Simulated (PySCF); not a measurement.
A PySCF script (with the pyscf-properties extension) for the NMR shieldings of `B[C@@]1(C)CCC[C@H](CF)O1`, C7H14BFO, on a GFN2-xTB geometry:

```python
import basis_set_exchange as bse
import numpy as np
from pyscf import gto, dft
from pyscf.prop import nmr

atoms = """
B     1.537845   -0.188323   -1.545771
C     1.127689   -0.126563   -0.013474
C     2.353527   -0.697273    0.730391
C     0.819576    1.284903    0.521773
C    -0.488653    1.791596   -0.081525
C    -1.600664    0.797837    0.241859
C    -1.180757   -0.596371   -0.233549
C    -2.206677   -1.663461    0.143696
F    -3.385478   -1.451526   -0.525187
O     0.036069   -0.997520    0.347471
H     2.218847    0.651929   -1.983778
H     1.237812   -1.107221   -2.199016
H     2.136599   -0.730722    1.795373
H     3.226594   -0.074790    0.558096
H     2.558966   -1.708671    0.391292
H     1.641423    1.957357    0.275581
H     0.718988    1.240124    1.609492
H    -0.735649    2.777976    0.316226
H    -0.377944    1.878086   -1.166254
H    -1.760609    0.768245    1.322152
H    -2.536298    1.079358   -0.242145
H    -1.080585   -0.575827   -1.333744
H    -1.843820   -2.656224   -0.135459
H    -2.428532   -1.633157    1.214054
"""
names = dict.fromkeys(["B", "C", "F", "O", "H"], "pcSseg-1")
basis = {el: gto.basis.parse(bse.get_basis(n, elements=[el], fmt="nwchem")) for el, n in names.items()}
mol = gto.M(atom=atoms, basis=basis, charge=0, verbose=0)
mf = dft.RKS(mol, xc="PBE0")
mf.grids.level = 2
mf.grids.alignment = dft.numint.BLKSIZE   # the property module wants whole blocks of grid points
mf.conv_tol = 1e-9
mf.kernel()

calc = nmr.RKS(mf)   # GIAO
C = mf.mo_coeff
Co = C[:, mf.mo_occ > 0]
resp = mf.gen_response(singlet=True, hermi=2)
def vind(x):   # induced exchange potential for any number of trial vectors
    d = np.einsum("pi,xij,qj->xpq", C, 2 * x.reshape(-1, C.shape[1], Co.shape[1]), Co, optimize=True)
    return np.einsum("xpq,pi,qj->xij", resp(d - d.transpose(0, 2, 1)), C, Co, optimize=True).ravel()
mo1, _ = nmr.rhf.solve_mo1(calc, with_cphf=vind)
sigma = calc.kernel(mo1)
for i, s in enumerate(sigma):   # ppm
    print("%2d %-2s %9.2f" % (i, mol.atom_pure_symbol(i), np.trace(s) / 3))
```

Question: What does it print?

Answer: 
```
 0 B       5.44
 1 C      98.41
 2 C     169.45
 3 C     143.69
 4 C     156.85
 5 C     152.99
 6 C     105.14
 7 C      97.26
 8 F     434.98
 9 O     246.76
10 H      23.61
11 H      23.28
12 H      30.37
13 H      31.08
14 H      30.84
15 H      29.47
16 H      30.34
17 H      29.69
18 H      30.62
19 H      30.62
20 H      29.81
21 H      28.00
22 H      26.73
23 H      27.30
```

These numbers come from an equivalent density-fitted implementation of the same equations, which agrees with the script to about 0.01 ppm for H and up to a few tenths of a ppm for heavy atoms, so last digits may differ.

Size and cost of the density-fitted run: 240 basis functions, 66 s wall time on 1 thread of an Arm Neoverse V1, shared host; peak memory 1.1 GiB.
